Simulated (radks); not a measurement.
Values are calculated unless marked as measured or tabulated.
Au+, configuration [Xe] 4f14 5d8 6d2 (not the ground configuration). Level of theory: Dirac Kohn-Sham, BLYP, spin-unpolarised, spherical densities, point nucleus; open shells fill j = l - 1/2 first (a radial shooting solver on a logarithmic mesh with Libxc functionals).

Spin-orbit splittings of the eigenvalues, e(l+1/2) - e(l-1/2), with zeta = 2 splitting/(2l+1) and mean radii in bohr:

shell  occ.  splitting (eV)  zeta (eV)  <r> j=l-1/2  <r> j=l+1/2
2p        6            1836       1224      0.05798      0.06653
3p        6           405.2      270.2       0.1736       0.1893
3d       10           87.08      34.83       0.1648       0.1696
4p        6           97.22      64.82       0.4094       0.4434
4d       10           18.10      7.240       0.4519       0.4631
4f       14           3.814      1.090       0.4950       0.5020
5p        6               ?          ?       0.9970        1.091
5d        8           1.820     0.7279        1.424        1.472
6d        2          0.1284    0.05138        4.951        5.058

Estimate the 5p splitting.

Answer. 16.80 eV (zeta = 11.20 eV).
